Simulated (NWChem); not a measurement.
Molecule: VF₅; SMILES [F][V]([F])([F])([F])[F]

```xyz
6

V      0.0000     0.0000     0.0000
F      0.0000     0.0000    -1.7476
F      0.0000     0.0000     1.7476
F      1.2103     1.2103     0.0000
F     -1.6533     0.4430     0.0000
F      0.4430    -1.6533     0.0000
```
Atoms are numbered in this order, from 1.

Program: NWChem. Medium grid unless said otherwise, to which SCAN and Minnesota functionals are sensitive. All runs use the structure optimised with PBE-D3(BJ)/def2-SVP. Total energies of different functionals are on different scales.

```csv
level,energy (Ha),highest occupied level (eV),orbital gap (eV)
B3LYP/def2-SVP,-1442.8914,-11.75,5.63
PBE/def2-SVP,-1442.2532,-9.87,3.63
BP86/def2-SVP,-1443.0669,-10.02,3.63
B97-2/def2-SVP,-1442.8462,?,?
MN15-L/def2-SVP,-1442.3473,-11.01,4.35
PW6B95/def2-SVP,-1443.9286,-12.38,6.38
BLYP/def2-SVP,-1442.9428,-9.72,3.62
PBE0/def2-SVP,-1442.1814,-12.17,6.17
```

Complete the blanks.


- B97-2/def2-SVP, highest occupied level (eV): -11.87
- B97-2/def2-SVP, orbital gap (eV): 5.71
